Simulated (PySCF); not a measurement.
Electron correlation in Sr (strontium, neutral)

[Kr] 4d2, high-spin 3F determinant (an excited configuration). Computed with PySCF 2.14 in aug-cc-pwCVTZ-X2C with one added diffuse shell each of s, p, d, f type (11s10p8d4f, 109 functions), with scalar relativity by spin-free X2C-1e. Frozen: [Kr]; 2 electrons correlated.

With two correlated electrons CCSD is exact within the correlated space (frozen core and kept virtual orbitals).

```
level  correlation energy (mhartree)
 CCSD                          -9.65
```

Diagnostics: T1 = 0.021, D1 = 0.0293, largest double amplitude 0.072.

Cost of the coupled-cluster step: roughly 30 core-seconds, for 2 correlated electrons.

Iterations:

```
CC2 = 0
CCSD nocc = (np.int64(2), np.int64(0)), nmo = (91, 91)
frozen orbitals [[0, 1, 2, 3, 4, 5, 6, 7, 8, 9, 10, 11, 12, 13, 14, 15, 16, 17], [0, 1, 2, 3, 4, 5, 6, 7, 8, 9, 10, 11, 12, 13, 14, 15, 16, 17]]
max_cycle = 100
direct = 0
conv_tol = 1e-08
conv_tol_normt = 1e-06
diis_space = 8
diis_start_cycle = 0
Init t2, MP2 energy = -0.00504474408286578
Init E_corr(UCCSD) = -0.00504474408999024
cycle = 1  E_corr(UCCSD) = -0.0072486998543499  dE = -0.00220395576  norm(t1,t2) = 0.0450765
cycle = 2  E_corr(UCCSD) = -0.00831679248879747  dE = -0.00106809263  norm(t1,t2) = 0.0258316
cycle = 3  E_corr(UCCSD) = -0.00962024052638343  dE = -0.00130344804  norm(t1,t2) = 0.0162279
cycle = 4  E_corr(UCCSD) = -0.00963697134232209  dE = -1.67308159e-05  norm(t1,t2) = 0.00489908
cycle = 5  E_corr(UCCSD) = -0.00966101521435652  dE = -2.4043872e-05  norm(t1,t2) = 0.00109969
cycle = 6  E_corr(UCCSD) = -0.00964190851845919  dE = 1.91066959e-05  norm(t1,t2) = 0.000316855
cycle = 7  E_corr(UCCSD) = -0.00964564719796821  dE = -3.73867951e-06  norm(t1,t2) = 0.000141511
cycle = 8  E_corr(UCCSD) = -0.00964560189170738  dE = 4.53062608e-08  norm(t1,t2) = 0.000138472
cycle = 9  E_corr(UCCSD) = -0.00964762138917648  dE = -2.01949747e-06  norm(t1,t2) = 9.54726e-05
cycle = 10  E_corr(UCCSD) = -0.00964657185461264  dE = 1.04953456e-06  norm(t1,t2) = 2.47201e-05
cycle = 11  E_corr(UCCSD) = -0.00964655523104915  dE = 1.66235635e-08  norm(t1,t2) = 6.01038e-06
cycle = 12  E_corr(UCCSD) = -0.00964653609268896  dE = 1.91383602e-08  norm(t1,t2) = 2.69418e-06
cycle = 13  E_corr(UCCSD) = -0.00964655740395462  dE = -2.13112657e-08  norm(t1,t2) = 1.11906e-06
cycle = 14  E_corr(UCCSD) = -0.0096465566858113  dE = 7.18143323e-10  norm(t1,t2) = 2.3239e-07
UCCSD converged
E(UCCSD) = -3177.202353031397  E_corr = -0.009646556685811299
```
